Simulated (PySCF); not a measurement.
# Spin states and ions at one geometry of [BiCl4]−

PySCF 2.14.0, RKS r2SCAN, Bi def2-SVP with ECP60, Cl def2-SVP; non-relativistic Hamiltonian with scalar-relativistic core potentials where named; density fitting; no spin-orbit coupling; singlets restricted, open shells unrestricted. The geometry is relaxed for charge -1, singlet, vacuum:

```xyz
5

Bi    0.0049    0.2339    0.0000
Cl   -0.0267   -1.2861    2.1349
Cl   -0.0267   -1.2861   -2.1349
Cl    2.1429    1.7392    0.0000
Cl   -2.0688    1.8268    0.0000
```

Energies count from the relaxed state; an electron taken off or put on is at rest in vacuum. Charges and spins are Mulliken's.

```csv
state,energy (eV),spin squared,charge on Bi1 (e),spin on Bi1 (e),dipole about the centre of mass (D)
"charge -1, singlet, vacuum",0.00,0.00,0.96,0.00,0.02
"charge 0, doublet, vacuum",4.81,0.76,1.04,-0.03,0.05
```

Question: What does the state charge -1, triplet, vacuum give?

Answer: energy (eV) 3.70, spin squared 2.01, charge on Bi1 (e) 0.59, spin on Bi1 (e) 0.90, dipole about the centre of mass (D) 0.30.

With an electron taken off (doublet) the charges change, summed by element, by Bi +0.08 e, Cl +0.92 e. The vertical ionisation energy is 4.81 eV, against −ε(HOMO) = 2.32 eV of the relaxed state. The level lies 2.5 eV too high, as is usual for semilocal functionals and global hybrids, which keep a self-interaction error.

Open shells may have lower solutions than those found. The basis has no diffuse functions, which an anion needs.

No frequency check is given that shows the relaxed geometry to be a minimum.
